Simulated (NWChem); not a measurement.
Molecule: SiOF$_{3}$, doublet; SMILES F[Si](F)(F)[O]

Computed with NWChem. Pople sets run with spherical d functions. Spin-unrestricted. The radical's symmetric form is orbitally degenerate, so geometry and low modes hang on which distorted state is reached. No stability test was run on the SCF state. Each level has its own optimisation; frequencies are unscaled.

```json
[
 {"level": "UHF/STO-3G", "r O–Si (Å)": "1.700", "r F–Si (Å)": "1.590", "highest harmonic frequency (cm⁻¹)": "1090", "lowest (cm⁻¹)": "75", "zero-point energy (kcal/mol)": "7.7", "dipole (D)": "0.09"},
 {"level": "UHF/6-31G*", "r O–Si (Å)": "1.652", "r F–Si (Å)": "1.561", "highest harmonic frequency (cm⁻¹)": "1106", "lowest (cm⁻¹)": "105", "zero-point energy (kcal/mol)": "8.0", "dipole (D)": "0.15"},
 {"level": "PBE-D3(BJ)/def2-SVP", "r O–Si (Å)": "[?]", "r F–Si (Å)": "[?]", "highest harmonic frequency (cm⁻¹)": "[?]", "lowest (cm⁻¹)": "[?]", "zero-point energy (kcal/mol)": "[?]", "dipole (D)": "0.17"}
]
```

Q: What belongs in the gaps?

A: 
- PBE-D3(BJ)/def2-SVP, r O–Si (Å): 1.674
- PBE-D3(BJ)/def2-SVP, r F–Si (Å): 1.608
- PBE-D3(BJ)/def2-SVP, highest harmonic frequency (cm⁻¹): 990
- PBE-D3(BJ)/def2-SVP, lowest (cm⁻¹): 120
- PBE-D3(BJ)/def2-SVP, zero-point energy (kcal/mol): 7.1
